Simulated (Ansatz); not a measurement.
B(NH2Me)Me3 (C₄H₁₄BN). The state is a singlet with charge 0. Geometry PBE-D4/def2-SVP, basis def2-TZVP, Ansatz.

```xyz
20

B    -0.322   -0.092    0.399
C     1.353    0.479   -1.663
C    -1.472    0.882   -0.217
C     0.668    0.635    1.467
C    -0.911   -1.513    0.939
N     0.645   -0.567   -0.898
H     0.032   -1.112   -1.523
H     1.320   -1.245   -0.513
H     1.960    0.054   -2.486
H     0.608    1.182   -2.078
H     2.008    1.042   -0.974
H    -2.208    1.126    0.579
H    -2.062    0.415   -1.040
H    -1.098    1.861   -0.592
H     0.099    0.866    2.393
H     1.089    1.606    1.123
H     1.524   -0.002    1.791
H    -0.125   -2.221    1.291
H    -1.531   -2.057    0.188
H    -1.576   -1.341    1.813
```

```json
{"run": "A", "HOMO (eV)": "-6.29", "LUMO (eV)": "0.06"}
{"run": "B", "HOMO (eV)": "-6.94", "LUMO (eV)": "-0.10"}
{"run": "C", "HOMO (eV)": "-6.04", "LUMO (eV)": "-0.57"}
{"run": "D", "HOMO (eV)": "-5.95", "LUMO (eV)": "-0.59"}
{"run": "E", "HOMO (eV)": "-7.34", "LUMO (eV)": "0.27"}
{"run": "F", "HOMO (eV)": "-9.75", "LUMO (eV)": "2.13"}
```

HSE06 is defined as in plane-wave codes, on full-range PBE exchange.

Problem. The runs used BLYP, HSE06, PBE, PBE0, r2SCAN, ωB97X-V. Estimate which is which.

Solution. A r2SCAN (0 % exact exchange); B HSE06 (range-separated); C PBE (0 % exact exchange); D BLYP (0 % exact exchange); E PBE0 (25 % exact exchange); F ωB97X-V (range-separated). Exact exchange lowers occupied and raises empty levels; among semilocal functionals meta-GGAs tend to open the gap a little, and such runs are hard to tell apart. The gap grows from 5.36 eV (BLYP) to 11.88 eV (ωB97X-V).
